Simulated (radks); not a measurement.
Values are calculated unless marked as measured or tabulated.
Spherical jellium clusters: N electrons in a uniform positive sphere of charge N and radius rs N^(1/3), rs = 2.4 bohr. Level of theory: non-relativistic Kohn-Sham, exchange-only LDA, spin-polarised, spherical densities (a radial shooting solver with Libxc functionals). Levels are named by radial order and angular momentum (1s, 1p, 1d, 2s, ...), and open shells are averaged over m. At N = 14 the configuration is 1s2 1p6 1d(up 5, down 0) 2s(up 1, down 0). The background grows by one charge. Does electron 15 go into 2p up or 1d down or 2s down?

Answer. Into 1d down. The total energies of the other choices lie higher by 0.481 eV (2s down), 1.51 eV (2p up).
